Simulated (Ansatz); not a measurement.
Ideal-gas functions of `[NH2][Sn]([NH2])([F])[F]` at 298.15 K and 1 bar, from an Ansatz frequency run at PBE0-D4/def2-TZVP.

Molar mass 188.75 g/mol, point group C2 (symmetry number 2), electronic degeneracy 1, moments of inertia 171.85, 184.455, 194.618 u Å². Harmonic wavenumbers (cm⁻¹, unscaled): 108, 121, 137, 169, 175, 187, 233, 540, 542, 629, 629, 662, 678, 872, 877, 1561, 1563, 3551, 3551, 3650, 3650.

Use S(trans) = R[1.5 ln M + 2.5 ln T − 1.1517]; rotational temperatures θ = 24.2544 K / I; S(rot) = R[ln(√π/σ · √(T³/θAθBθC)) + 1.5]; for each mode x = 1.438777 ν̃/T, S = R[x/(eˣ − 1) − ln(1 − e⁻ˣ)] and H = RT x/(eˣ − 1); 1 cm⁻¹ = 0.0119627 kJ/mol; R = 8.31446 J/(mol·K).

By hand: the entropy, in J/(mol·K).

Translation 174.2. Rotation: θ = 0.1411, 0.1315, 0.1246 K, giving 107.8. Vibration, mode by mode: 13.83, 12.90, 11.90, 10.24, 9.96, 9.44, 7.76, 2.37, 2.35, 1.68, 1.68, 1.48, 1.39, 0.65, 0.64, 0.04, 0.04, 0.00, 0.00, 0.00, 0.00, in all 88.4. Electronic 0.0. Sum 370.4 J/(mol·K).

By hand: H − E and G − E in kJ/mol, counted from the electronic energy.

Zero-point energy ½ × 24085 × 0.0119627 = 144.1; thermal vibration 14.3; translation, rotation and pV give 4 RT = 9.9. H − E = 168.3 kJ/mol, and G − E = 168.3 − 298.15 × 370.4/1000 = 57.9 kJ/mol.

Vibration gives 24 % of the entropy, 38.6 J/(mol·K) of it from the modes under 150 cm⁻¹: soft modes count most, and the harmonic formula is weakest for them. The sum counts one conformer and one mirror image; others add a mixing term.
